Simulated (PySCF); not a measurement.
**Radial density of Se (selenium, neutral)**

UHF, [Ar] 3d10 4s2 4p3 4d1, high-spin 5D determinant (an excited configuration). All numbers are calculated (PySCF 2.14, a scalar-relativistic core potential, in aug-cc-pwCVDZ-PP with ECP10MDF (6s5p4d1f, 48 functions)). This is the valence pseudo-density: the core potential removes the inner electrons and smooths the orbitals near the nucleus.

```json
{"r (bohr)": "0.000659", "4πr²ρ (e/bohr)": "2.900e-05", "4πr²(ρα − ρβ)": "0.0000"}
{"r (bohr)": "0.00111", "4πr²ρ (e/bohr)": "8.193e-05", "4πr²(ρα − ρβ)": "0.0000"}
{"r (bohr)": "0.00186", "4πr²ρ (e/bohr)": "0.0002308", "4πr²(ρα − ρβ)": "0.0000"}
{"r (bohr)": "0.00313", "4πr²ρ (e/bohr)": "0.0006449", "4πr²(ρα − ρβ)": "0.0000"}
{"r (bohr)": "0.00527", "4πr²ρ (e/bohr)": "0.001763", "4πr²(ρα − ρβ)": "0.0000"}
{"r (bohr)": "0.00887", "4πr²ρ (e/bohr)": "0.004545", "4πr²(ρα − ρβ)": "0.0000"}
{"r (bohr)": "0.0149", "4πr²ρ (e/bohr)": "0.01021", "4πr²(ρα − ρβ)": "0.0000"}
{"r (bohr)": "0.0251", "4πr²ρ (e/bohr)": "0.01854", "4πr²(ρα − ρβ)": "-0.0001"}
{"r (bohr)": "0.0422", "4πr²ρ (e/bohr)": "0.03469", "4πr²(ρα − ρβ)": "-0.0001"}
{"r (bohr)": "0.0710", "4πr²ρ (e/bohr)": "0.1448", "4πr²(ρα − ρβ)": "0.0001"}
{"r (bohr)": "0.119", "4πr²ρ (e/bohr)": "1.145", "4πr²(ρα − ρβ)": "0.0014"}
{"r (bohr)": "0.201", "4πr²ρ (e/bohr)": "6.718", "4πr²(ρα − ρβ)": "0.0265"}
{"r (bohr)": "0.338", "4πr²ρ (e/bohr)": "24.04", "4πr²(ρα − ρβ)": "0.2113"}
{"r (bohr)": "0.568", "4πr²ρ (e/bohr)": "29.90", "4πr²(ρα − ρβ)": "0.1374"}
{"r (bohr)": "0.955", "4πr²ρ (e/bohr)": "8.698", "4πr²(ρα − ρβ)": "0.2527"}
{"r (bohr)": "1.61", "4πr²ρ (e/bohr)": "3.489", "4πr²(ρα − ρβ)": "1.6731"}
{"r (bohr)": "2.70", "4πr²ρ (e/bohr)": "1.607", "4πr²(ρα − ρβ)": "1.2564"}
{"r (bohr)": "4.55", "4πr²ρ (e/bohr)": "0.2830", "4πr²(ρα − ρβ)": "0.2726"}
{"r (bohr)": "7.65", "4πr²ρ (e/bohr)": "0.0003754", "4πr²(ρα − ρβ)": "0.0004"}
```

Energies and moments cover only the electrons outside the core potential. The outer electron is Rydberg-like, and this basis confines it to a smaller radius and binds it less than a complete one would.
